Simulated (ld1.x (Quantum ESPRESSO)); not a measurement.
**Configuration tests for holmium (TM)**

- Element: holmium
- Generator: ld1.x (Quantum ESPRESSO) 7.5
- Type: norm-conserving Troullier–Martins (Kleinman–Bylander form)
- Functional: LDA (PZ)
- Relativity: scalar-relativistic
- Frozen core: [Kr] 4d10
- Valence charge: 21
- Reference configuration: 4f11 5s2 5p6 5d0 6s0 6p0 (charge +2)
- Partial waves: 5s (bound): rc 2.15 bohr; 5p (bound): rc 2.50 bohr; 5d (bound, empty): rc 3.20 bohr; 4f (bound): rc 0.75 bohr
- Local potential: the f channel
- Core correction: Bessel-smoothed model core, default radius (core density twice the valence density)

Energies are relative to the spin-unpolarised reference configuration 4f11 5s2 5p6 5d0 6s0 6p0; without spin polarisation the order of configurations can differ from experiment. Spin-polarised rows fill each open shell by Hund’s rule, majority spin first. Not all tests gave a result: 1 of 9 tests not solved or not reliable. Left out of the table: 4f9 5s2 5p6 5d0 6s0 6p0 (solver errors, printed error -3975 eV). The frozen-core shift is the all-electron ΔE with the core orbitals held at their reference shape minus the fully relaxed ΔE.

(1) Give the all-electron excitation energy and the error of the potential for: 4f11 5s2 5p6 5d0 6s2 6p0; 4f11 5s2 5p6 5d0 6s1 6p0; 4f10 5s2 5p6 5d0 6s0 6p0; 4f11 5s2 5p6 5d1 6s0 6p0; 4f10 5s2 5p6 5d1 6s2 6p0; 4f10 5s2 5p6 5d1 6s1 6p0; 4f11 5s2 5p6 5d0 6s0 6p0 (spin-polarised); 4f11 5s2 5p6 5d0 6s2 6p0 (spin-polarised).

Levels in the configuration 4f10 5s2 5p6 5d1 6s2 6p0:

| level | all-electron (eV) | pseudo (eV) |
| --- | --- | --- |
| 4f | -9.552 | -9.281 |
| 5s | -54.536 | -54.518 |
| 5p | -29.241 | -29.027 |
| 5d | -2.368 | -2.151 |
| 6s | -4.487 | -4.602 |

A Bessel basis up to 400 Ry misses an occupied level by 0.03 Ry, so cutoffs were not judged. Note: ghost states, extra bound levels that the all-electron valence spectrum of the same l lacks: s at -1270.9 eV, p at -890.1 eV, s at -183.6 eV (other channels not judged).

## Answers

(1)

| valence configuration | charge | ΔE all-electron (eV) | error AE − PS (meV) | frozen-core shift (meV) |
| --- | --- | --- | --- | --- |
| 4f11 5s2 5p6 5d0 6s2 6p0 | 0 | -18.549 | +270 | -7.9 |
| 4f11 5s2 5p6 5d0 6s1 6p0 | +1 | -12.021 | +186 | -5.1 |
| 4f10 5s2 5p6 5d0 6s0 6p0 | +3 | 26.292 | +138 | +15 |
| 4f11 5s2 5p6 5d1 6s0 6p0 | +1 | -9.675 | +0.3 | -2.6 |
| 4f10 5s2 5p6 5d1 6s2 6p0 | 0 | -13.915 | +407 | +18 |
| 4f10 5s2 5p6 5d1 6s1 6p0 | +1 | -6.760 | +251 | +20 |
| 4f11 5s2 5p6 5d0 6s0 6p0 (spin-polarised) | +2 | -1.568 | -0.9 | +4.3 |
| 4f11 5s2 5p6 5d0 6s2 6p0 (spin-polarised) | 0 | -20.112 | +268 | -3.9 |

A variational frozen-core shift is positive and of second order in the change. This column holds negative values, so the frozen-core run of ld1.x carries numerical noise or an error of first order here, and the column gives no more than the rough size of the effect.
